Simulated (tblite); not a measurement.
A geometry optimisation, step by step.

Species: C6H12N (doublet state).
Numbering: `[CH:1]1[CH2:2][CH2:3][CH2:4][NH:5][CH2:6][CH2:7]1` (hydrogens: H8 on C1; H9, H10 on C2; H11, H12 on C3; H13, H14 on C4; H15 on N5; H16, H17 on C6; H18, H19 on C7)

Computed with GFN2-xTB (tblite), gas phase: L-BFGS steps from a force-field or distance-geometry start until the largest atomic force falls under 0.01 eV/Å. 6 of its 93 geometries are shown.

Step 0: E = -592.8642 eV, largest atomic force 2.629 eV/Å
```
atom  x, y, z in Å  |  force x, y, z in eV/Å
C1      0.527    1.074   -0.911   -0.854  -0.472   0.346
C2     -0.687    1.490   -0.144   -0.008   2.080  -0.520
C3     -1.413    0.374    0.548   -2.503   0.272   0.757
C4     -1.101   -0.989    0.008   -0.214  -1.212   0.633
N5      0.134   -1.438    0.671    0.004   0.354  -0.076
C6      1.305   -1.121   -0.106    0.998  -1.330   0.639
C7      1.589    0.357   -0.185    1.413   1.135  -0.624
H8      0.228    0.605   -1.857    0.593   0.471   0.103
H9     -0.504    2.300    0.603    0.277  -0.453  -0.450
H10    -1.393    1.937   -0.877    0.385  -0.096   0.248
H11    -2.520    0.602    0.422    0.909  -0.369   0.142
H12    -1.276    0.349    1.655    0.103   0.136  -0.653
H13    -1.902   -1.700    0.359    0.521   0.420  -0.606
H14    -0.993   -1.011   -1.100   -0.209  -0.145   0.873
H15     0.171   -0.890    1.572    0.254  -1.001  -1.004
H16     2.187   -1.575    0.429   -0.633   0.049  -0.472
H17     1.283   -1.526   -1.138   -0.353  -0.110   0.647
H18     2.527    0.450   -0.783   -0.279   0.029   0.328
H19     1.827    0.723    0.827   -0.406   0.241  -0.313
```

Step 18: E = -593.4999 eV, largest atomic force 0.103 eV/Å
```
atom  x, y, z in Å  |  force x, y, z in eV/Å
C1      0.475    1.036   -0.933    0.003   0.024  -0.005
C2     -0.709    1.532   -0.192   -0.002  -0.051   0.032
C3     -1.491    0.405    0.554    0.076  -0.001  -0.061
C4     -1.100   -1.016    0.113   -0.002   0.037   0.011
N5      0.155   -1.510    0.649   -0.006   0.000  -0.012
C6      1.340   -1.153   -0.081   -0.019   0.067  -0.014
C7      1.589    0.388   -0.223   -0.054  -0.033   0.010
H8      0.398    0.877   -1.997    0.007   0.044   0.031
H9     -0.388    2.260    0.560   -0.022   0.060  -0.031
H10    -1.384    2.037   -0.885    0.025  -0.003   0.027
H11    -2.558    0.538    0.366    0.029   0.006   0.042
H12    -1.329    0.490    1.633   -0.028  -0.028  -0.077
H13    -1.881   -1.710    0.443   -0.003   0.004  -0.006
H14    -1.037   -1.054   -0.977   -0.062  -0.075   0.034
H15     0.233   -1.248    1.628    0.046   0.003  -0.025
H16     2.197   -1.608    0.422   -0.006  -0.004  -0.032
H17     1.254   -1.571   -1.088    0.012  -0.054   0.040
H18     2.523    0.511   -0.778   -0.005  -0.009   0.062
H19     1.706    0.806    0.781    0.008   0.012  -0.024
```

Step 37: E = -593.5109 eV, largest atomic force 0.060 eV/Å
```
atom  x, y, z in Å  |  force x, y, z in eV/Å
C1      0.492    1.055   -0.930    0.036   0.028  -0.002
C2     -0.712    1.531   -0.212    0.003  -0.022  -0.017
C3     -1.476    0.403    0.541    0.019   0.016   0.013
C4     -1.111   -1.031    0.126    0.005   0.013   0.022
N5      0.155   -1.522    0.638    0.023  -0.016  -0.006
C6      1.331   -1.155   -0.099    0.024   0.051  -0.021
C7      1.583    0.387   -0.207   -0.008  -0.045  -0.003
H8      0.467    0.976   -2.005    0.001  -0.004   0.032
H9     -0.424    2.283    0.534   -0.020   0.022  -0.040
H10    -1.387    2.010   -0.921   -0.013   0.010  -0.011
H11    -2.546    0.542    0.381   -0.021   0.004  -0.003
H12    -1.295    0.494    1.614   -0.002  -0.022   0.036
H13    -1.884   -1.700    0.520   -0.030  -0.022  -0.008
H14    -1.104   -1.127   -0.962    0.024   0.016   0.020
H15     0.253   -1.253    1.613   -0.012  -0.015   0.005
H16     2.192   -1.616    0.392   -0.001  -0.025  -0.006
H17     1.245   -1.567   -1.108   -0.019   0.007   0.004
H18     2.533    0.519   -0.732    0.005   0.000   0.031
H19     1.679    0.781    0.810   -0.013   0.003  -0.045
```

Step 55: E = -593.5344 eV, largest atomic force 0.107 eV/Å
```
atom  x, y, z in Å  |  force x, y, z in eV/Å
C1      0.586    1.143   -0.867   -0.028  -0.002   0.003
C2     -0.765    1.485   -0.354    0.020   0.057  -0.033
C3     -1.386    0.428    0.582    0.006   0.075   0.040
C4     -1.121   -1.040    0.205   -0.064   0.030  -0.001
N5      0.158   -1.597    0.604   -0.014   0.069  -0.055
C6      1.279   -1.165   -0.184    0.035   0.091  -0.024
C7      1.567    0.373   -0.085    0.002  -0.025   0.004
H8      0.779    1.274   -1.920   -0.006   0.010   0.041
H9     -0.734    2.438    0.205    0.002  -0.096  -0.047
H10    -1.436    1.659   -1.203    0.061  -0.067   0.032
H11    -2.468    0.587    0.581    0.049  -0.012   0.045
H12    -1.037    0.592    1.605    0.026  -0.043   0.001
H13    -1.889   -1.647    0.691   -0.039  -0.086   0.034
H14    -1.219   -1.178   -0.873   -0.001   0.035  -0.045
H15     0.327   -1.400    1.587   -0.018  -0.030  -0.014
H16     2.163   -1.725    0.138   -0.050   0.041   0.028
H17     1.071   -1.412   -1.230    0.057  -0.037   0.046
H18     2.575    0.554   -0.467   -0.026  -0.032   0.010
H19     1.542    0.640    0.977   -0.014   0.023  -0.065
```

Step 74: E = -593.5602 eV, largest atomic force 0.036 eV/Å
```
atom  x, y, z in Å  |  force x, y, z in eV/Å
C1      0.611    1.183   -0.842   -0.004   0.012   0.029
C2     -0.787    1.438   -0.415   -0.015   0.016   0.002
C3     -1.327    0.447    0.623    0.003  -0.007  -0.035
C4     -1.152   -1.027    0.216   -0.006  -0.001  -0.010
N5      0.126   -1.627    0.545   -0.008  -0.005   0.010
C6      1.262   -1.153   -0.199   -0.015  -0.018  -0.005
C7      1.553    0.378   -0.050   -0.003  -0.012  -0.011
H8      0.881    1.446   -1.851    0.021   0.009  -0.011
H9     -0.880    2.453    0.005    0.003   0.006  -0.002
H10    -1.438    1.418   -1.296   -0.012   0.002  -0.014
H11    -2.392    0.648    0.756    0.004  -0.002   0.030
H12    -0.838    0.610    1.587   -0.013  -0.006   0.011
H13    -1.914   -1.626    0.724    0.008  -0.010  -0.002
H14    -1.304   -1.133   -0.862    0.016   0.005   0.004
H15     0.298   -1.532    1.542    0.003   0.007   0.012
H16     2.135   -1.720    0.135    0.001   0.023   0.019
H17     1.092   -1.375   -1.255    0.000  -0.005  -0.012
H18     2.576    0.560   -0.384    0.005  -0.012  -0.015
H19     1.488    0.621    1.015    0.013  -0.002   0.002
```

Step 92: E = -593.5618 eV, largest atomic force 0.009 eV/Å
```
atom  x, y, z in Å  |  force x, y, z in eV/Å
C1      0.602    1.181   -0.845    0.002  -0.004  -0.003
C2     -0.792    1.442   -0.408    0.003   0.004  -0.004
C3     -1.330    0.443    0.623    0.001   0.006  -0.002
C4     -1.151   -1.027    0.205   -0.001   0.005  -0.001
N5      0.123   -1.626    0.554   -0.006   0.001   0.003
C6      1.263   -1.159   -0.187   -0.006  -0.004   0.005
C7      1.552    0.375   -0.064    0.003  -0.001  -0.001
H8      0.873    1.459   -1.850   -0.003   0.004   0.007
H9     -0.876    2.454    0.022    0.002  -0.005  -0.007
H10    -1.448    1.435   -1.287    0.000   0.002   0.001
H11    -2.394    0.643    0.765    0.002  -0.003   0.003
H12    -0.839    0.600    1.587   -0.004  -0.004   0.007
H13    -1.922   -1.632    0.694    0.006  -0.001  -0.002
H14    -1.280   -1.122   -0.876    0.001  -0.006  -0.001
H15     0.285   -1.515    1.551    0.005   0.000  -0.004
H16     2.136   -1.712    0.169   -0.002   0.002   0.000
H17     1.106   -1.403   -1.242    0.000   0.005   0.003
H18     2.570    0.547   -0.420    0.001   0.003  -0.005
H19     1.511    0.628    1.000   -0.003  -0.003   0.000
```

**Question.** Summarise the path.

**Answer.** The energy falls by 67.31 kJ/mol from step 0 to step 92; nine tenths of that is first reached at step 16. It falls at every step. The largest force goes from 2.629 to 0.009 eV/Å. Among the bonds C6–C7 changes most, from 1.507 to 1.565 Å; the atoms move by 0.447 Å rms after alignment.

**Question.** Follow the three bonds and two angles with the largest change from start to end.

**Answer.** 
```
step  E above end (kJ/mol)  largest force (eV/Å)  C6–C7 (Å)  C3–H11 (Å)  C3–C4 (Å)  C3–C4–N5 (°)  C2–C1–H8 (°)
   0                 67.31                 2.629      1.507       1.137      1.499         106.9         109.9
   4                 22.40                 0.552      1.564       1.081      1.530         111.0         114.6
   8                 13.09                 0.294      1.561       1.099      1.539         112.5         116.5
  12                  8.65                 0.246      1.574       1.087      1.534         114.0         118.4
  16                  6.37                 0.159      1.560       1.093      1.536         115.5         119.1
  20                  5.68                 0.113      1.567       1.090      1.537         115.4         119.1
  24                  5.43                 0.085      1.561       1.092      1.538         115.6         119.0
  28                  5.26                 0.078      1.568       1.090      1.538         115.4         118.9
  32                  5.11                 0.046      1.563       1.091      1.537         115.4         118.9
  36                  4.96                 0.048      1.565       1.091      1.538         115.3         119.1
  40                  4.73                 0.071      1.562       1.091      1.536         115.3         119.4
  44                  4.46                 0.070      1.562       1.092      1.538         115.4         119.3
  48                  4.07                 0.100      1.565       1.090      1.534         115.3         119.0
  52                  3.52                 0.184      1.562       1.094      1.540         116.0         117.9
  56                  2.52                 0.111      1.565       1.092      1.537         116.8         118.2
  60                  1.79                 0.120      1.560       1.091      1.542         116.2         118.1
  64                  0.80                 0.095      1.566       1.094      1.539         116.3         118.4
  68                  0.37                 0.054      1.564       1.093      1.538         116.0         117.5
  72                  0.20                 0.038      1.566       1.091      1.539         115.9         117.7
  76                  0.11                 0.036      1.565       1.093      1.538         115.8         117.7
  80                  0.05                 0.022      1.566       1.092      1.539         115.8         117.7
  84                  0.03                 0.015      1.565       1.093      1.539         115.7         117.8
  88                  0.01                 0.011      1.565       1.092      1.538         115.6         117.7
  92                  0.00                 0.009      1.565       1.092      1.538         115.6         117.8
```

What follows is the cost of the whole relaxation. Hardware: AMD EPYC, one thread, on a shared host. Cost: 1.2 s of wall time.
